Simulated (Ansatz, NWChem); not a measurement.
# How methods differ on SiH3I (SMILES [SiH3]I)

SiH3I: 5 atoms, total charge 0, spin state singlet. SMILES: `[SiH3]I`. Geometry: relaxed at PBE0-D4/def2-TZVP.

Each level gives the atomisation enthalpy at 298 K (kJ/mol). The values are calculated. The thermal term (zero-point and 298 K enthalpy, harmonic and unscaled) is that of PBE0-D4/def2-TZVP; the spin-orbit lowering of the free atoms at 298 K, 30.8 kJ/mol by their spectra, is taken off.

Measured value to compare with: NIST-JANAF tables; in doubt, as an older value, an estimate or one at odds with other calculations gives the atomisation enthalpy at 298 K of the gas as 1213 kJ/mol.

| level | kind | program | value (kJ/mol) | computed − measured |
| --- | --- | --- | --- | --- |
| HF/def2-TZVP (core potential) | Hartree–Fock | NWChem | 910 | -303 |
| SVWN5/def2-TZVP (core potential) | LDA | Ansatz | 1342 | +129 |
| PBE/def2-TZVP (core potential) | GGA | Ansatz | 1187 | -26 |
| r2SCAN/def2-TZVP (core potential) | meta-GGA | NWChem | 1212 | -1 |
| M06-2X/def2-TZVP (core potential) | hybrid meta-GGA | NWChem | 1186 | -27 |
| HSE06/def2-TZVP (core potential) | range-separated hybrid | Ansatz | 1191 | -22 |
| PBE-QIDH/def2-TZVP (core potential) | double hybrid | Ansatz | 1194 | -19 |
| MP2/def2-TZVP (core potential) | perturbation theory | NWChem | 1160 | -53 |
| FCI/STO-3G | exact in the basis | Ansatz | 1467 | +254 |

Nearest: r2SCAN/def2-TZVP (core potential) (-1 kJ/mol); farthest: HF/def2-TZVP (core potential) (-303 kJ/mol). Computed less measured by kind, in kJ/mol (of the ab initio rows, those in def2-TZVP): Hartree–Fock -303; LDA +129; GGA -26; meta-GGA -1; global hybrid -27; range-separated hybrid -22; double hybrid -19; perturbation theory -53. Wave-function methods converge slowly with the basis and bind too weakly in sets of this size; that is part of their error here. The measured heats of formation of B, Si, Al and metal atoms are uncertain by some kJ/mol each. All-electron rows without a relativistic Hamiltonian named are non-relativistic, while core potentials hold scalar relativity, so basis and relativity change together. High-level rows in very small sets aren't better than simpler rows in larger ones. In the correlated wave-function rows the outer d shell of I is correlated, in sets not made for it.
